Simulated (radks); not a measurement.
Values are calculated unless marked as measured or tabulated.
Problem. Radial electron density D(r) = 4 pi r^2 rho(r) of an atom or ion with 42 electrons. Code: a radial shooting solver on a logarithmic mesh with Libxc functionals. Model: scalar-relativistic Kohn-Sham, PBE, spin-polarised, spherical densities, finite nucleus; Fermi nuclear charge, rms radius of each element as measured or else 0.836 A^(1/3) + 0.57 fm.

```
   r/bohr * D(r) (the largest magnitude, 70, reaches the edge; | marks zero)
 0.003957 |        *
 0.005278 |            *
 0.006984 |                  *
 0.009241 |                          *
  0.01223 |                                  *
  0.01618 |                                        *
  0.02158 |                                            *
  0.02855 |                                           *
  0.03777 |                                       *
  0.04998 |                                      *
  0.06613 |                                             *
   0.0882 |                                                      *
   0.1167 |                                                      *
   0.1544 |                                          *
   0.2043 |                                    *
   0.2725 |                                          *
   0.3605 |                                        *
    0.477 |                       *
   0.6312 |           *
   0.8351 |           *
    1.114 |        *
    1.474 |   *
     1.95 | *
     2.58 |*
    3.414 *
    4.553 *
    6.025 *
```

What is the nuclear charge?

Solution. Z = 45. The innermost maximum, from 1s, lies near gamma/Z bohr with gamma = sqrt(1 - (Z/c)^2) = 0.945, here 0.021 bohr (found: 0.0230), and its height grows with Z. The density is that of the rhodium ion Rh3+ in [Kr] 4d3 5s1 5p2; the configuration itself is not fixed sharply by these data, and Z only to a few units. D(r) has 4 maxima, at r = 0.0230, 0.101, 0.307, 0.849 bohr, and minima at 0.0454, 0.199, 0.729 bohr, inside which lie 2.01, 11.10, 29.32 electrons.
